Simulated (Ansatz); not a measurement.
Basis-set extrapolation for `[OH][Al]([OH])[SiH3]` (PBE0-D4/def2-TZVP geometry, frozen core, the Gaussian-basis code of Ansatz). Multiplicity 1, RHF reference.

|  | def2-TZVPP | def2-QZVPP |
| --- | --- | --- |
| HF | -683.695152 | -683.719001 |
| MP2 correlation | -0.688603 | -0.744112 |
| CCSD(T) correlation | -0.745899 | not run |

Energies in hartree. Use E(X) = E(∞) + A·exp(−7.88·√X) for Hartree–Fock and E(X) = E(∞) + B·X^(−2.97) for correlation, with X = 3 and 4, and add CCSD(T) minus MP2 of the smaller set to the MP2 limit.

Problem. What is the CCSD(T) energy at the basis-set limit?

Solution. HF limit: -683.719001 + (-0.023849) × 0.13774 = -683.72229. MP2 limit: -0.744112 + (-0.055509) × 0.74074 = -0.78523. Higher-order term: -0.745899 − (-0.688603) = -0.05730. Total: -684.56482 hartree, 3.37 eV below CCSD(T)/def2-TZVPP.
